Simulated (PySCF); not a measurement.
(3R)-1-fluoro-3-methylcyclobutene (C5H7F), SMILES C[C@H]1C=C(F)C1.

Geometry optimised at r2SCAN-D4/def2-SVP.

Level of theory: PySCF with TDDFT-LC-ωPBE/def2-SVPD.

Vertical excitations. The molecule is in vacuum.

Computed UV-visible absorptions:
```
state  energy (eV)  λ (nm)      f                                                                    main pairs
-----  -----------  ------  -----  ----------------------------------------------------------------------------
S1            7.25     171  0.217                             HOMO→LUMO+1 52 %, HOMO→LUMO 29 %, HOMO→LUMO+4 8 %
S2            7.59     163  0.016            HOMO→LUMO+1 39 %, HOMO→LUMO 36 %, HOMO→LUMO+2 7 %, HOMO→LUMO+3 7 %
S3            8.19     151  0.013                                              HOMO→LUMO+2 68 %, HOMO→LUMO 13 %
S4            8.49     146  0.003  HOMO−1→LUMO+1 21 %, HOMO−2→LUMO+1 16 %, HOMO−1→LUMO 11 %, HOMO−3→LUMO+1 10 %
S5            8.63     144  0.023                                            HOMO→LUMO+3 67 %, HOMO→LUMO+5 13 %
S6            8.74     142  0.002     HOMO−1→LUMO+1 20 %, HOMO−3→LUMO+1 18 %, HOMO−1→LUMO 13 %, HOMO−3→LUMO 8 %
S7            9.00     138  0.014     HOMO−2→LUMO+1 19 %, HOMO→LUMO+4 16 %, HOMO−2→LUMO 10 %, HOMO−3→LUMO+1 6 %
S8            9.03     137  0.015                            HOMO→LUMO+4 47 %, HOMO→LUMO+5 11 %, HOMO→LUMO 10 %
S9            9.25     134  0.032                            HOMO→LUMO+5 43 %, HOMO→LUMO+3 9 %, HOMO→LUMO+9 8 %
S10           9.82     126  0.044     HOMO−1→LUMO 46 %, HOMO−1→LUMO+2 16 %, HOMO−1→LUMO+1 15 %, HOMO→LUMO+6 8 %
T1            4.21     294      0                            HOMO→LUMO+1 48 %, HOMO→LUMO 20 %, HOMO→LUMO+4 18 %
T2            7.36     168      0            HOMO→LUMO 34 %, HOMO→LUMO+1 34 %, HOMO→LUMO+2 8 %, HOMO→LUMO+3 6 %
T3            7.97     156      0  HOMO−2→LUMO+1 24 %, HOMO−3→LUMO+1 13 %, HOMO−2→LUMO 11 %, HOMO−1→LUMO+1 10 %
T4            8.01     155      0                                              HOMO→LUMO+2 59 %, HOMO→LUMO 13 %
```
Triplets are in the Tamm–Dancoff approximation, which puts them higher than full response would, so one can lie above its singlet here.
